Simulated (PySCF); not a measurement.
# Correlation energy of Cl⁺ (chlorine, charge +1)

[Ne] 3s2 3p4, high-spin 3P determinant. Computed with PySCF 2.14 in dyall-av3z (19s12p3d2f, 84 functions), with the non-relativistic Hamiltonian (point nucleus). Frozen: [Ne]; 6 electrons correlated; the 26 highest virtual orbitals of each spin left out.

```tsv
level	correlation energy (mhartree)
CCSD	-150.99
(T)	-4.44
CCSD(T)	-155.43
```

Diagnostics: T1 = 0.0086, D1 = 0.0274, largest double amplitude 0.038.

Question: Is a single reference adequate?

Answer: Yes: T1 lies below 0.03 and no double amplitude reaches 0.07.
